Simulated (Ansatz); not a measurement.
`O[CH](O)[GaH2]`. The species carries charge 0 and has multiplicity 1. The structure was optimised at the PBE0-D4/def2-TZVP level. It is one conformer, not always the lowest.

```xyz
9

O     1.434   -0.384   -0.664
C     0.515    0.061    0.304
O     0.073   -0.991    1.135
Ga   -1.199    0.787   -0.451
H     0.975   -0.980   -1.264
H     1.077    0.800    0.885
H     0.830   -1.350    1.613
H    -1.946    2.025    0.157
H    -1.759    0.031   -1.715
```

Task: What is the dipole moment at B3LYP/def2-TZVPP? (An estimate is asked.)

Result: Computed: 0.44 D, with components (0.33, -0.13, 0.25) D in this frame, pointing from negative to positive charge.

Task: And with PBE, r2SCAN, ωB97M-V? (Estimate.)

Result: Computed: PBE 0.56 D, r2SCAN 0.51 D, ωB97M-V 0.38 D.

Task: Give the Mulliken charges with B3LYP, PBE, ωB97M-V in def2-TZVPP. (Estimate.)

Result: Ansatz gave: 
```tsv
atom	B3LYP	PBE	ωB97M-V
O1	-0.33	-0.29	-0.32
C2	0.11	0.06	0.00
O3	-0.35	-0.30	-0.32
Ga4	0.23	0.17	0.23
H5	0.19	0.19	0.19
H6	0.10	0.09	0.12
H7	0.18	0.18	0.17
H8	-0.06	-0.04	-0.03
H9	-0.07	-0.05	-0.04
```

B3LYP here is the variant with VWN-RPA as its local correlation; programs differ in this.
